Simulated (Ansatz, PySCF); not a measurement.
Gas-phase reaction in SMILES: OB(F)F [difluoroborinic acid] -> [O-]B(F)F + H+
Each molecule is optimised on its own at B3LYP-D3(BJ)/def2-TZVP (Ansatz, a program for electronic structure), one conformer each, not searched for the lowest.

Quantity: gas-phase deprotonation energy (electronic energy difference), in kcal/mol. Cores are frozen in the correlated levels unless marked. Spin-orbit coupling is left out. Non-relativistic. Anions need diffuse functions: aug- sets have them; def2-D sets add few; the other sets have none. Basis-set limits of correlation are two-point, X^-3; Hartree-Fock from the larger set. [CCSD(T)-MP2]/basis is that difference in the basis named.

| level | program | gas-phase deprotonation energy (kcal/mol) | minus last row |
|---|---|---|---|
| HF/6-31G | Ansatz | 349.6 | -5.0 |
| B97M-V/def2-TZVPD | Ansatz | 356.0 | 1.4 |
| PW6B95/def2-TZVPD | PySCF | 354.0 | -0.6 |
| CAM-B3LYP-D3(BJ)/def2-TZVPD | Ansatz + dftd3 | 351.3 | -3.3 |
| MP2/aug-cc-pVDZ | Ansatz | 347.5 | -7.1 |
| MP2/aug-cc-pVTZ | Ansatz | 352.0 | -2.6 |
| RI-MP2/cc-pVTZ | Ansatz | 359.1 | 4.5 |
| RI-MP2/CBS(aug-cc-pVTZ,aug-cc-pVQZ) | Ansatz | 351.8 | -2.8 |
| SCS-MP2/cc-pVTZ | Ansatz | 360.9 | 6.3 |
| RI-MP2/CBS(aug-cc-pVTZ,aug-cc-pVQZ)+[CCSD(T)-MP2]/aug-cc-pVTZ | Ansatz | 354.6 | 0.0 |
